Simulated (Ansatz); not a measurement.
Geometry optimisation, Ansatz 0.2.0, RKS CAM-B3LYP/def2-SVP.

input.yaml

```yaml
crystal:
  periodic: [false, false, false]
  atoms:
    - { symbol: O, position_ang: [-1.2877, -0.0775, 0.9709] }
    - { symbol: C, position_ang: [-0.5286, -0.4662, 0.1561] }
    - { symbol: Te, position_ang: [1.4672, 0.1455, 0.2559] }
    - { symbol: H, position_ang: [-0.7666, -1.1463, -0.618] }
    - { symbol: H, position_ang: [-1.3135, 0.22996, -0.13952] }
basis:
  gaussian: { orbitals: def2-SVP }
hamiltonian:
  xc: cam_b3lyp
relax:
  f_tol: 0.02
  max_steps: 50
```

Command:

```bash
$ ansatz run input.yaml --threads 1 --pin off --max-ram 2048MiB --backend cpu --events-out ev --progress --plain --runs-dir out
```

**Question.** Where does it end, and by what steps?

**Answer.** It converged. After 15 steps the energy has fallen by 4.509 eV; H5 moved furthest, 0.92 Å. The start is strongly strained (largest force component 14 eV/Å), so its close contacts needn't be bonds. Parted: C2–H5.

```
step  energy less start (eV)  largest force component (eV/Å)  accepted
   0                  0.0000                          13.582       yes
   1                 -1.3390                           5.144       yes
   2                 -1.9816                           3.154       yes
   3                 -2.8677                           4.630       yes
   4                 -3.5341                           2.970       yes
   5                 -3.4817                           3.060        no
   6                 -3.7615                           1.282       yes
   7                 -3.8769                           0.649       yes
   8                 -4.0483                           1.489       yes
   9                 -4.1174                           3.911       yes
  10                 -4.4851                           0.508       yes
  11                 -4.4953                           1.039       yes
  12                 -4.5072                           0.237       yes
  13                 -4.5022                           0.659        no
  14                 -4.5091                           0.037       yes
  15                 -4.5092                           0.007       yes
```

```xyz
5
Properties=species:S:1:pos:R:3
O -1.544 -0.080 0.237
C -0.379 -0.630 -0.005
Te 1.401 0.224 0.203
H -0.503 -1.664 -0.352
H -1.405 0.836 0.542
```

Run time: 47 s on 1 thread of Arm Neoverse V1, with other jobs on the host, peak memory 0.14 GiB.
